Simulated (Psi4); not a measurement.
HCl3Ge, charge -1, doublet, geometry from GFN2-xTB (a state made from the parent by changing its charge; the spin is typed, not shown lowest) (a gas-phase anion, which may not be bound at this level); HF/pcseg-1 (Psi4).

Psi4 was given this input:
```
memory 2 GB

molecule {
-1 2
  Ge    0.18961606    0.14465705    0.11687467
  Cl   -0.81013033    2.36575078   -0.06066118
  Cl    2.01410151   -1.47877166    0.11574629
  Cl   -1.55983724   -1.16332174   -0.38022513
  H    -0.01799083    0.06879887    1.78739072
}

set basis pcseg-1
set reference uhf
set damping_percentage 50

energy('scf')
print_variables()
```

It wrote (shortened):

```
   => Loading Basis Set <=

    Name: PCSEG-1
    Role: ORBITAL
    Keyword: BASIS

         ---------------------------------------------------------
                                   SCF
               by Justin Turney, Rob Parrish, Andy Simmonett
                          and Daniel G. A. Smith
                              UHF Reference
         ---------------------------------------------------------

  ==> Geometry <==

    Molecular point group: c1
    Full point group: C1

    Geometry (in Angstrom), charge = -1, multiplicity = 2:

       Center              X                  Y                   Z               Mass
    ------------   -----------------  -----------------  -----------------  -----------------
         GE           0.180973258572     0.138544953165     0.122039850286    73.921177761000
         CL          -0.818773131428     2.359638683165    -0.055495999714    34.968852682000
         CL           2.005458708572    -1.484883756835     0.120911470286    34.968852682000
         CL          -1.568480041428    -1.169433836835    -0.375059949714    34.968852682000
         H           -0.026633631428     0.062686773165     1.792555900286     1.007825032230

  Running in c1 symmetry.

  Rotational constants: A =      0.09111  B =      0.04186  C =      0.02911 [cm^-1]
  Rotational constants: A =   2731.34623  B =   1254.92366  C =    872.58567 [MHz]
  Nuclear repulsion =  499.748643076450549

  Charge       = -1
  Multiplicity = 2
  Electrons    = 85
  Nalpha       = 43
  Nbeta        = 42

  ==> Algorithm <==

  SCF Algorithm Type is DF.
  DIIS enabled.
  MOM disabled.
  Fractional occupation disabled.
  Guess Type is SAD.
  Energy threshold   = 1.00e-06
  Density threshold  = 1.00e-06
  Integral threshold = 1.00e-12

  ==> Primary Basis <==

  Basis Set: PCSEG-1
    Blend: PCSEG-1
    Number of shells: 38
    Number of basis functions: 86
    Number of Cartesian functions: 91
    Spherical Harmonics?: true
    Max angular momentum: 2

   => Loading Basis Set <=

    Name: (PCSEG-1 AUX)
    Role: JKFIT
    Keyword: DF_BASIS_SCF

  ==> Integral Setup <==

  SCF_SUBTYPE=INCORE selected. In-core MEM_DF algorithm will be used.
  Using in-core AOs.

  ==> MemDFJK: Density-Fitted J/K Matrices <==

    J tasked:                   Yes
    K tasked:                   Yes
    wK tasked:                   No
    Algorithm:                 Core
    Schwarz Cutoff:           1E-12
    Mask sparsity (%):       6.0573
[...]
   @DF-UHF iter  89: -3454.23766613550879   -1.52628e-02   8.43977e-05 DIIS/DAMP=50%
   @DF-UHF iter  90: -3454.23833382411249   -6.67689e-04   6.96413e-05 DIIS/DAMP=50%
   @DF-UHF iter  91: -3454.23387318375126    4.46064e-03   3.11809e-05 DIIS/DAMP=50%
   @DF-UHF iter  92: -3454.23225972773980    1.61346e-03   2.10537e-05 DIIS/DAMP=50%
   @DF-UHF iter  93: -3454.22502891169279    7.23082e-03   3.51236e-05 DIIS/DAMP=50%
   @DF-UHF iter  94: -3454.22767182146799   -2.64291e-03   2.03575e-05 DIIS/DAMP=50%
   @DF-UHF iter  95: -3454.22091573934267    6.75608e-03   2.03810e-05 DIIS/DAMP=50%
   @DF-UHF iter  96: -3454.22101988029181   -1.04141e-04   3.36731e-05 DIIS/DAMP=50%
   @DF-UHF iter  97: -3454.22673562797218   -5.71575e-03   8.29329e-05 DIIS/DAMP=50%
   @DF-UHF iter  98: -3454.23435102621261   -7.61540e-03   1.27715e-04 ADIIS/DIIS/DAMP=50%
   @DF-UHF iter  99: -3454.23033660701140    4.01442e-03   1.02193e-04 ADIIS/DIIS/DAMP=50%
   @DF-UHF iter 100: -3454.21680093591613    1.35357e-02   5.47655e-05 DIIS/DAMP=50%

PsiException: Could not converge SCF iterations in 100 iterations.

  Failed to converge.

Traceback (most recent call last):
  File "psi4", line 375, in <module>
  File "<string>", line 27, in <module>
  File "site-packages/psi4/driver/driver.py", line 533, in energy
  File "site-packages/psi4/driver/procrouting/proc.py", line 2760, in run_scf
  File "site-packages/psi4/driver/procrouting/proc.py", line 2047, in scf_helper
  File "site-packages/psi4/driver/procrouting/scf_proc/scf_iterator.py", line 93, in scf_compute_energy
  File "site-packages/psi4/driver/procrouting/scf_proc/scf_iterator.py", line 86, in scf_compute_energy
  File "site-packages/psi4/driver/procrouting/scf_proc/scf_iterator.py", line 609, in scf_iterate

psi4.driver.p4util.exceptions.SCFConvergenceError: Could not converge SCF iterations in 100 iterations.

Printing out the relevant lines from the Psithon --> Python processed input file:
    """)
    core.IO.set_default_namespace("")
    core.set_global_option("BASIS", "pcseg-1")
    core.set_global_option("REFERENCE", "uhf")
    core.set_global_option("DAMPING_PERCENTAGE", 50)
--> energy('scf')
    print_variables()

!-------------------------------------------------------!
!                                                       !
!  Could not converge SCF iterations in 100 iterations. !
!                                                       !
!-------------------------------------------------------!
```

Convergence was not reached.
